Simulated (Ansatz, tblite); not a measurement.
Isomers of Ga2P3 (doublet), found by a short tight-binding search and relaxed with PBE-D4/def2-SVP in Ansatz.

The xTB rows come from tblite. HSE06 is defined as in plane-wave codes, on full-range PBE exchange.

Run but left out: HF/def2-SVP, MP2/def2-SVP (A: ⟨S²⟩ 1.29, where a pure state has 0.75); CCSD/def2-SVP, CCSD(T)/def2-SVP (B: ⟨S²⟩ 1.55, where a pure state has 0.75).

B: At PBE-D4/def2-TZVP, r2SCAN-D4/def2-TZVP, HSE06-D4/def2-TZVP the charge 0 doublet is spin-contaminated (final ⟨S²⟩ up to 0.98, 0.75 for a pure state).

Other spin states were run for one of them alone.

A:

```xyz
5

Ga    0.994   -1.201   -1.184
Ga   -1.259    2.173   -0.469
P    -1.273   -0.361   -0.583
P     0.082    0.459    0.932
P     1.457   -1.070    1.305
```

B:

```
atom   x (Å)   y (Å)   z (Å)
 Ga1  -1.354  -0.489  -2.789
 Ga2   0.573   0.140   1.178
  P3  -0.483   0.945  -0.931
  P4   1.515   0.575   3.105
  P5  -0.251  -1.170  -0.563
```

C:

```xyz
5

Ga   -1.952   -0.783   -0.944
Ga    2.148    0.837    0.030
P    -0.365    1.117   -0.322
P    -0.322   -0.089    1.504
P     0.491   -1.083   -0.268
```

Problem. Estimate which lies lowest at each level, and how far above it the others are (eV).

Solution. 
```csv
level,A,B,C
GFN1-xTB,0.60,2.06,0.00
GFN2-xTB,1.08,2.47,0.00
PBE-D4/def2-TZVP,0.97,2.36,0.00
r2SCAN-D4/def2-TZVP,0.96,2.20,0.00
PBE0-D4/def2-TZVP,1.05,2.42,0.00
HSE06-D4/def2-TZVP,1.04,2.41,0.00
BHLYP-D4/def2-TZVP,0.93,2.21,0.00
```
Point groups (tolerance 0.1 Å): A not assigned, B not assigned, C not assigned. Lower isomers may exist.
